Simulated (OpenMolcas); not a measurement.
A run on Ag5+ among 4 point charges of -1.5 e arranged as a square (D4h), 2.01 Å from the ion.

```yaml
Program: OpenMolcas 26.06
Method: CASSCF
Basis: ANO-RCC-VTZP [7s6p4d2f1g]
Scalar_Hamiltonian: DKH2, point nucleus
Active_space: 6 electrons in 5 orbitals (4d)
State_averaging: 2S+1 = 5 even, 5 roots; 2S+1 = 3 even, 45 roots; 2S+1 = 1 even, 50 roots
Spin-orbit_coupling: state interaction with AMFI integrals over the reference wave functions
```

68 basis functions. Blocks (2S+1, parity, CSFs, roots kept): 5, even, 5, 5; 3, even, 45, 45; 1, even, 50, 50.

How long do the RASSCF and RASSI steps take on 1 thread of Arm Neoverse V2, on a shared host?

About 21 s of wall time, without the integral step.
